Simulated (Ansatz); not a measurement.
System: C3H8ClSi, net charge 0, doublet state. It need not be the lowest isomer of its formula. SMILES: Cl[Si]([CH2])(C)C
Geometry from a B3LYP-D3(BJ)/def2-TZVP (Ansatz, a first-principles code) optimisation:
```xyz
13

C     -0.9765     1.4135    -1.0322
Si    -0.1286    -0.0596    -0.3323
C      1.3739    -0.5163    -1.3372
C     -1.3116    -1.4855    -0.1239
Cl     0.5517     0.4551     1.5846
H     -2.0285     1.6177    -0.8648
H     -0.4488     2.1878    -1.5786
H      1.9121    -1.3450    -0.8741
H      1.0821    -0.8176    -2.3463
H      2.0596     0.3287    -1.4180
H     -1.6864    -1.8167    -1.0954
H     -2.1655    -1.1961     0.4909
H     -0.8182    -2.3303     0.3595
```
Charge 0, spin multiplicity 2.

Computed values are from Ansatz. Correlated levels leave the core frozen unless marked. UHF or UKS for open shells. Spin-orbit coupling is left out. No relativistic terms. Basis-set limits of correlation are two-point, X^-3; Hartree-Fock from the larger set.

```
Quantity                                                               Value
---------------------  -----------------------------------------------------
atomisation energy De  4814.3 kJ/mol at CCSD(T)/CBS(cc-pV(T+d)Z,cc-pV(Q+d)Z)
total energy            -867.8484 Eh at CCSD(T)/CBS(cc-pV(T+d)Z,cc-pV(Q+d)Z)
dipole moment                              2.19 D at CCSD(T)/aug-cc-pV(D+d)Z
T1 diagnostic                                      0.010 at CCSD/cc-pV(Q+d)Z
```
